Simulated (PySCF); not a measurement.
PBE on W- (tungsten, charge -1), [Xe] 4f14 5d5 6s2, high-spin 6S determinant. All numbers are calculated (PySCF 2.14, scalar relativity through the core potential, in aug-cc-pVTZ-PP with ECP60MDF (6s6p5d3f2g, 88 functions)).

```
cycle= 1 E= -67.3685526736007  delta_E= -0.0259  |g|= 0.0285  |ddm|= 1.62
cycle= 2 E= -67.3658357589198  delta_E= 0.00272  |g|= 0.0649  |ddm|= 0.211
cycle= 3 E= -67.3699530592996  delta_E= -0.00412  |g|= 0.00658  |ddm|= 0.154
cycle= 4 E= -67.3700234816037  delta_E= -7.04e-05  |g|= 0.00283  |ddm|= 0.0624
cycle= 5 E= -67.3700351476023  delta_E= -1.17e-05  |g|= 0.000119  |ddm|= 0.00793
cycle= 6 E= -67.3700351591748  delta_E= -1.16e-08  |g|= 3.12e-06  |ddm|= 0.000551
cycle= 7 E= -67.3700351591904  delta_E= -1.56e-11  |g|= 4.09e-07  |ddm|= 1.55e-05
converged SCF energy = -67.3700351591904  <S^2> = 8.8174928  2S+1 = 6.0224556
```

Highest occupied orbital energy: 1.291 eV; ⟨L²⟩ = 0.00; populations by l: s 4.00, p 6.00, d 5.00, f 0.00.

Can this result be used?

With care. The run converged. Energies and moments cover only the electrons outside the core potential. Spin-orbit coupling, which splits the p, d and f shells strongly at this Z, is absent. ⟨S²⟩ = 8.82 against 8.75 shows spin contamination. At PBE the highest occupied level has a positive energy, so only the finite basis holds that electron; in a semilocal or global hybrid functional this comes from self-interaction and does not mean that the real anion is unbound.
